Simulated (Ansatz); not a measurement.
Consider the cleavage of the Si–B bond: `F[SiH2]B[SiH3]` + `S[SiH2]Cl` → `[SiH3]S[SiH2]Cl` + `B[SiH2]F`.

Isolated molecules relaxed with PBE0-D4/def2-TZVP in Ansatz; ΔE leaves out vibrations. CCSD(T)/CBS adds triple-zeta CCSD(T) − MP2 to the extrapolated MP2 energy (def2 sets, frozen cores). Functionals use def2-TZVPP. One conformer a species, not always the lowest.

```
         level  ΔE (eV)
        PBE-D4    -0.61
MP2/def2-TZVPP    -0.83
```

Q: What does CCSD(T)/CBS give? (Estimate.)

A: Computed: -0.74 eV. The listed levels differ from it by 0.13, -0.09 eV.

Largest T1 diagnostic among the species: 0.013.

The D4 term adds −0.06 eV with B3LYP and −0.03 eV with PBE0; it sums over pairs of atoms, weighted by their polarisabilities, and B3LYP, whose exchange is more repulsive, gets the larger term. From PBE to PBE0 (25 % exact exchange), in def2-TZVPP and without D4, ΔE moves by −0.06 eV.

B3LYP here is the variant with VWN-RPA as its local correlation; programs differ in this.
